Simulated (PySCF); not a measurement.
Species: C₃H₇BF₂O₃.
Structure used (PBE0-D3(BJ)/def2-SVP), in Å, numbered top down from 1:
```
atom  x, y, z in Å
C1     1.6820   -1.7530    0.1013
O2     0.3528   -1.3208   -0.0590
B3     0.0242   -0.0088   -0.1019
O4     0.9659    0.9560   -0.0482
C5     0.6716    2.3307   -0.0803
O6    -1.3072    0.3408   -0.2294
C7    -2.2976   -0.5849   -0.2140
F8    -3.3318   -0.0963   -0.9085
F9    -2.7156   -0.7801    1.0502
H10    2.4013   -0.9615   -0.1566
H11    1.8520   -2.6237   -0.5485
H12    1.8552   -2.0611    1.1449
H13   -0.3816    2.5192   -0.3351
H14    0.8847    2.7787    0.9033
H15    1.3168    2.8172   -0.8270
H16   -1.9878   -1.5541   -0.6378
```

Level: PBE0/pcSseg-1 and CAM-B3LYP/def2-SVPD in PySCF, non-relativistic, on one gas-phase PBE0-D3(BJ)/def2-SVP geometry that isn't relaxed in the solvent. The solvent is an IEF-PCM continuum (van der Waals radii × 1.2). The model holds no explicit solvent molecules, cavitation or dispersion.

Gas phase at PBE0/pcSseg-1: HOMO -8.56 eV, LUMO 1.58 eV, dipole 2.88 D.

Problem. What does the continuum do to the energy, the frontier levels and the dipole at PBE0/pcSseg-1 in chloroform and acetone?

Solution. 
```json
{"solvent": "chloroform", "ε": "4.711", "E(solvent) − E(gas) (kcal/mol)": "-3.29", "polarisation term (kcal/mol)": "-3.51", "distortion of the solute (kcal/mol)": "0.22", "HOMO (eV)": "-8.44", "LUMO (eV)": "1.75", "dipole (D)": "3.19"}
{"solvent": "acetone", "ε": "20.49", "E(solvent) − E(gas) (kcal/mol)": "-4.32", "polarisation term (kcal/mol)": "-4.70", "distortion of the solute (kcal/mol)": "0.38", "HOMO (eV)": "-8.43", "LUMO (eV)": "1.79", "dipole (D)": "3.27"}
```

Polarisation term: ½ Σ q·V over the induced surface charges. Distortion: the rise of the solute's own energy as its density leaves the gas-phase optimum. From chloroform to acetone the lowering changes by a factor 1.31, Onsager's factor (ε − 1)/(2ε + 1) by 1.30 and ε itself by 4.3.

Problem. Which radius a makes the point-dipole formula ΔE = −[(ε − 1)/(2ε + 1)]·μ²/a³ give the value in acetone, with the gas-phase dipole?

Solution. μ = 1.134 au and |ΔE| = 0.00689 Eh give a = 2.34 Å; the farthest nucleus lies 3.44 Å from the centroid of the nuclei, so such a sphere wouldn't even hold the nuclei. The formula assumes a rigid point dipole at the centre of a sphere.

Problem. Give the dipole vector in the frame of the coordinates (D, pointing from negative to positive charge), gas and acetone.

Solution. Gas (2.85, 0.04, -0.43), solvent (3.23, -0.03, -0.53). Its length changes by +14 % and its direction by 1°.

Problem. Which Mulliken charges (PBE0/pcSseg-1) respond most in acetone (means over atoms taken as equivalent)?

Solution. 
```tsv
atoms	environment	gas (e)	solvent (e)	change
H16	methine hydrogen	+0.085	+0.108	+0.023
F8/F9	fluorine of a CF2 group	-0.286	-0.297	-0.011
O2/O4	boron-bound oxygen	-0.522	-0.531	-0.009
O6	boron-bound oxygen	-0.504	-0.512	-0.008
H10 (×6)	methyl hydrogen	+0.119	+0.126	+0.007
C1/C5	methoxy carbon	-0.030	-0.037	-0.007
C7	CHF2 carbon	+0.703	+0.699	-0.004
B3	three-coordinate boron	+0.679	+0.681	+0.002
```

Problem. Which Mayer bond orders change most in acetone?

Solution. 
```json
{"bond": "B3–O6", "length (Å)": "1.382", "gas": "1.025", "solvent": "1.012", "change": "-0.013"}
{"bond": "C1–O2", "length (Å)": "1.407", "gas": "0.879", "solvent": "0.867", "change": "-0.012"}
{"bond": "C7–F8", "length (Å)": "1.338", "gas": "1.012", "solvent": "1.001", "change": "-0.011"}
{"bond": "C7–F9", "length (Å)": "1.346", "gas": "0.981", "solvent": "0.970", "change": "-0.011"}
{"bond": "O4–C5", "length (Å)": "1.406", "gas": "0.878", "solvent": "0.868", "change": "-0.010"}
{"bond": "O6–C7", "length (Å)": "1.356", "gas": "0.995", "solvent": "1.002", "change": "+0.007"}
{"bond": "B3–O4", "length (Å)": "1.349", "gas": "1.167", "solvent": "1.173", "change": "+0.006"}
{"bond": "O2–B3", "length (Å)": "1.353", "gas": "1.150", "solvent": "1.155", "change": "+0.005"}
```

Problem. How do the nuclear quadrupole coupling constants eQVzz/h respond in acetone?

Solution. 
| nucleus | Q (barn) | gas (MHz) | solvent (MHz) | η gas | η solvent |
| --- | --- | --- | --- | --- | --- |
| 17O at O2 | -0.0256 | -9.88 | -9.70 | 0.19 | 0.18 |
| 11B at B3 | 0.04059 | 2.45 | 2.45 | 0.26 | 0.30 |
| 17O at O4 | -0.0256 | -9.88 | -9.70 | 0.13 | 0.14 |
| 17O at O6 | -0.0256 | -9.53 | -9.58 | 0.25 | 0.25 |

Gas phase at CAM-B3LYP/def2-SVPD: HOMO -10.13 eV, LUMO 0.83 eV, dipole 2.96 D.

Problem. What does the continuum do to the energy, the frontier levels and the dipole at CAM-B3LYP/def2-SVPD in acetone?

Solution. 
| solvent | ε | E(solvent) − E(gas) (kcal/mol) | polarisation term (kcal/mol) | distortion of the solute (kcal/mol) | HOMO (eV) | LUMO (eV) | dipole (D) |
| --- | --- | --- | --- | --- | --- | --- | --- |
| acetone | 20.49 | -4.26 | -4.71 | 0.45 | -9.94 | 0.96 | 3.42 |

Problem. How does the static polarisability (CAM-B3LYP/def2-SVPD, frozen core, with the continuum's full static response) change?

Solution. 
```json
{"medium": "gas", "isotropic (au)": "64.4", "principal values (au)": "53.4, 69.7, 70.2", "⟨r²⟩ of the electrons (bohr²)": "1419.1"}
{"medium": "acetone", "isotropic (au)": "79.1", "principal values (au)": "68.3, 83.9, 85.2", "⟨r²⟩ of the electrons (bohr²)": "1418.3"}
```

The isotropic value in acetone is 1.23 times the gas-phase one; no cavity-field correction is applied. ⟨r²⟩ is taken about the centre of nuclear charge.
